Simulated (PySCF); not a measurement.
Be(H)(SiH3) (BeH₄Si), SMILES [BeH][SiH3]. Atoms are numbered in the order given.

```xyz
6

Be     0.0000     0.0000    -1.7037
H      0.0000     0.0000    -3.0346
Si     0.0000     0.0000     0.4804
H      1.1943     0.6895     1.0413
H      0.0000    -1.3791     1.0413
H     -1.1943     0.6895     1.0413
```

Geometry optimised at B3LYP-D3(BJ)/def2-TZVP.

Level of theory: M06-2X/def2-TZVPD in PySCF.

The molecule is in vacuum.

Problem. Estimate the frontier levels, gap, dipole moment and polarisability. (The exact figures need the calculation; the answer reports its results.)

Solution. 
```json
{
 "highest_occupied_level": "-8.88 eV",
 "lowest_empty_level": "-0.73 eV",
 "orbital_gap": "8.15 eV",
 "dipole_moment": "0.44 D",
 "quadrupole, principal values (traceless, Buckingham form, about the centre of nuclear charge)": "-5.60, 2.80, 2.80 D·Å",
 "mean_static_polarisability": "49.6 bohr³ (7.35 Å³)",
 "polarisability_principal_values": "46.0, 46.0, 56.7 bohr³"
}
```
